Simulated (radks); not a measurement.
Spherical quantum dot in the effective-mass picture: electrons in a parabolic well V = omega^2 r^2 / 2 with omega = 0.0594, with a point charge +1 (a donor) at the centre, all in effective atomic units (hartree* = m*/eps^2 hartree, bohr* = eps/m* bohr), one dielectric constant everywhere. Calculated with a radial shooting solver with Libxc functionals: non-relativistic Kohn-Sham, exchange-only LDA, spin-polarised, spherical densities. Levels are named by radial order and angular momentum (1s, 1p, 1d, 2s, ...), and open shells are averaged over m. At N = 6 the configuration is 1s2 1p(up 3, down 0) 2s(up 1, down 0). Does electron 7 go into 1f up or 2s down or 1d up?

Answer. Into 1d up. The total energies of the other choices lie higher by 0.0181 hartree* (2s down), 0.0320 hartree* (1f up).
